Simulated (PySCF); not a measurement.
PySCF input (PBE/6-311G**):

```python
import numpy as np, basis_set_exchange as bse
from pyscf import gto, scf, dft, df
from pyscf.prop.polarizability import rks as pol

basis = {'F': gto.basis.parse(bse.get_basis('6-311G**', elements=['F'], fmt='nwchem')), 'O': gto.basis.parse(bse.get_basis('6-311G**', elements=['O'], fmt='nwchem')), 'S': gto.basis.parse(bse.get_basis('6-311G**', elements=['S'], fmt='nwchem'))}
mol = gto.M(
    atom='''
    O     1.36185604   -0.14860171   -0.35687594
    S     0.16703457   -0.00768004    0.40478800
    F    -0.63440715    1.23198408   -0.22845242
    F    -0.87308190   -1.08624028   -0.17394763
    ''',
    basis=basis,
    charge=0,
    verbose=4,
    max_memory=7359,
)
mf = dft.RKS(mol, xc='pbe')
mf.grids.level = 3
mf = mf.density_fit(auxbasis=df.autoaux(mol))
mf.conv_tol = 1e-9
mf.max_cycle = 100
print('smallest overlap eigenvalue', np.linalg.eigvalsh(mol.intor('int1e_ovlp'))[0])
mf.kernel()
dip = mf.dip_moment()
p = pol.Polarizability(mf)
p.max_cycle_cphf = 60
alpha = p.polarizability()
print('polarisability/bohr^3', alpha.trace() / 3)
```

Output:

```
PySCF version 2.14.0

[INPUT] verbose = 4
[INPUT] num. atoms = 4
[INPUT] num. electrons = 42
[INPUT] charge = 0
[INPUT] spin (= nelec alpha-beta = 2S) = 0
[INPUT] symmetry False subgroup None
[INPUT] Mole.unit = angstrom
[INPUT] Symbol           X                Y                Z      unit          X                Y                Z       unit  Magmom
[INPUT]  1 O      1.361856040000  -0.148601710000  -0.356875940000 AA    2.573534936685  -0.280816533542  -0.674397787047 Bohr   0.0
[INPUT]  2 S      0.167034570000  -0.007680040000   0.404788000000 AA    0.315649590634  -0.014513172226   0.764938458510 Bohr   0.0
[INPUT]  3 F     -0.634407150000   1.231984080000  -0.228452420000 AA   -1.198855764966   2.328112501024  -0.431712506294 Bohr   0.0
[INPUT]  4 F     -0.873081900000  -1.086240280000  -0.173947630000 AA   -1.649885675315  -2.052696634671  -0.328713380717 Bohr   0.0

nuclear repulsion = 192.188421527618
number of shells = 36
number of NR pGTOs = 138
number of NR cGTOs = 80
basis = {'F': [[0, [11427.1, 0.00180093], [1722.35, 0.0137419], [395.746, 0.0681334], [115.139, 0.233325], [33.6026, 0.589086], [4.91901, 0.299505]], [0, [55.4441, 0.114536], [12.6323, 0.920512], [3.71756, -0.00337804]], [0, [1.16545, 1.0]], [0, [0.321892, 1.0]], [1, [55.4441, 0.0354609], [12.6323, 0.237451], [3.71756, 0.820458]], [1, [1.16545, 1.0]], [1, [0.321892, 1.0]], [2, [1.75, 1.0]]], 'O': [[0, [8588.5, 0.00189515], [1297.23, 0.0143859], [299.296, 0.070732], [87.3771, 0.240001], [25.6789, 0.594797], [3.74004, 0.280802]], [0, [42.1175, 0.113889], [9.62837, 0.920811], [2.85332, -0.00327447]], [0, [0.905661, 1.0]], [0, [0.255611, 1.0]], [1, [42.1175, 0.0365114], [9.62837, 0.237153], [2.85332, 0.819702]], [1, [0.905661, 1.0]], [1, [0.255611, 1.0]], [2, [1.292, 1.0]]], 'S': [[0, [93413.4, 0.000743], [13961.7, 0.005793], [3169.91, 0.029954], [902.456, 0.119028], [297.158, 0.368432], [108.702, 0.577299]], [0, [108.702, 0.143186], [43.1553, 0.624465], [18.1079, 0.283366]], [0, [5.56009, 1.0]], [0, [2.13183, 1.0]], [0, [0.420403, 1.0]], [0, [0.136045, 1.0]], [1, [495.04, 0.008309], [117.221, 0.064024], [37.7749, 0.277614], [14.0584, 0.745076]], [1, [5.56574, 0.613712], [2.26297, 0.443818]], [1, [0.807994, 1.0]], [1, [0.27746, 1.0]], [1, [0.077141, 1.0]], [2, [0.65, 1.0]]]}
ecp = {}
ETB for O: l = 0, exps = 0.511222 * 1.8^n , n = 0..13
ETB for O: l = 1, exps = 0.511222 * 1.8^n , n = 0..11
ETB for O: l = 2, exps = 0.511222 * 1.8^n , n = 0..10
ETB for O: l = 3, exps = 1.547611 * 2.2^n , n = 0..2
ETB for F: l = 0, exps = 0.643784 * 1.8^n , n = 0..13
ETB for F: l = 1, exps = 0.643784 * 1.8^n , n = 0..11
ETB for F: l = 2, exps = 0.643784 * 1.8^n , n = 0..9
ETB for F: l = 3, exps = 2.071892 * 2.2^n , n = 0..2
ETB for S: l = 0, exps = 0.154282 * 1.8^n , n = 0..19
ETB for S: l = 1, exps = 0.154282 * 1.8^n , n = 0..16
ETB for S: l = 2, exps = 0.154282 * 1.8^n , n = 0..15
ETB for S: l = 3, exps = 0.727141 * 2.2^n , n = 0..5
smallest overlap eigenvalue 0.016062281756729992

******** <class 'pyscf.df.df_jk.DFRKS'> ********
method = DFRKS
initial guess = minao
damping factor = 0
level_shift factor = 0
DIIS = <class 'pyscf.scf.diis.CDIIS'>
diis_start_cycle = 1
diis_space = 8
diis_damp = 0
SCF conv_tol = 1e-09
SCF conv_tol_grad = None
SCF max_cycles = 100
direct_scf = False
XC library pyscf.dft.libxc version 7.1.2
    S. Lehtola, C. Steigemann, M. J. T. Oliveira, and M. A. L. Marques,  SoftwareX 7, 1–5 (2018)
XC functionals = pbe
    J. P. Perdew, K. Burke, and M. Ernzerhof,  Phys. Rev. Lett. 77, 3865 (1996)
    J. P. Perdew, K. Burke, and M. Ernzerhof,  Phys. Rev. Lett. 78, 1396 (1997)
    J. P. Perdew, K. Burke, and M. Ernzerhof,  Phys. Rev. Lett. 77, 3865 (1996)
    J. P. Perdew, K. Burke, and M. Ernzerhof,  Phys. Rev. Lett. 78, 1396 (1997)
radial grids:
    Treutler-Ahlrichs [JCP 102, 346 (1995); DOI:10.1063/1.469408] (M4) radial grids

becke partition: Becke, JCP 88, 2547 (1988); DOI:10.1063/1.454033
pruning grids: <function nwchem_prune>
grids dens level: 3
symmetrized grids: False
atomic radii adjust function: <function treutler_atomic_radii_adjust>
small_rho_cutoff = 0
Set gradient conv threshold to 3.16228e-05
Initial guess from minao.
tot grids = 61488
init E= -673.469319244479
  HOMO = -0.328179848498806  LUMO = -0.0732933174959628  gap/eV = 6.93582
cycle= 1 E= -672.475184282217  delta_E= 0.994  |g|=  1.2  |ddm|= 2.19
  HOMO = -0.202433925255838  LUMO = -0.0379829269717106  gap/eV = 4.47494
cycle= 2 E= -670.297657737531  delta_E= 2.18  |g|= 3.32  |ddm|= 2.99
  HOMO = -0.286266721753236  LUMO = -0.0737120761657396  gap/eV = 5.78391
cycle= 3 E= -672.546744343034  delta_E= -2.25  |g|= 0.982  |ddm|= 2.71
  HOMO = -0.292259311552142  LUMO = -0.0743742608725043  gap/eV = 5.92895
cycle= 4 E= -672.714716697912  delta_E= -0.168  |g|= 0.19  |ddm|= 0.704
  HOMO = -0.301298877022045  LUMO = -0.0874724563943113  gap/eV = 5.81851
cycle= 5 E= -672.720247883063  delta_E= -0.00553  |g|= 0.0389  |ddm|= 0.16
  HOMO = -0.29761344513604  LUMO = -0.0828398375912514  gap/eV = 5.84429
cycle= 6 E= -672.720583192994  delta_E= -0.000335  |g|= 0.0121  |ddm|= 0.0442
  HOMO = -0.298503152875572  LUMO = -0.0834843283854295  gap/eV = 5.85096
cycle= 7 E= -672.720614193565  delta_E= -3.1e-05  |g|= 0.00141  |ddm|= 0.0097
  HOMO = -0.298409493742366  LUMO = -0.0833351376549895  gap/eV = 5.85247
cycle= 8 E= -672.720614487768  delta_E= -2.94e-07  |g|= 0.000383  |ddm|= 0.00127
  HOMO = -0.298440635828966  LUMO = -0.083366274454483  gap/eV = 5.85247
cycle= 9 E= -672.720614511111  delta_E= -2.33e-08  |g|= 8.91e-05  |ddm|= 0.000291
  HOMO = -0.29843993082469  LUMO = -0.0833639134086446  gap/eV = 5.85252
cycle= 10 E= -672.720614512667  delta_E= -1.56e-09  |g|= 1.98e-05  |ddm|= 8.25e-05
  HOMO = -0.29844100118098  LUMO = -0.0833645807595281  gap/eV = 5.85253
cycle= 11 E= -672.720614512717  delta_E= -4.91e-11  |g|= 1.27e-05  |ddm|= 2.01e-05
  HOMO = -0.298441177194027  LUMO = -0.0833648655437134  gap/eV = 5.85252
Extra cycle  E= -672.720614512576  delta_E= 1.41e-10  |g|= 3.25e-05  |ddm|= 2.64e-05
converged SCF energy = -672.720614512576
Dipole moment(X, Y, Z, Debye): -0.27606,  0.06801,  1.67945
Isotropic polarizability 20.2691852898
Polarizability anisotropy 7.78505751448
polarisability/bohr^3 20.269185289840255
```
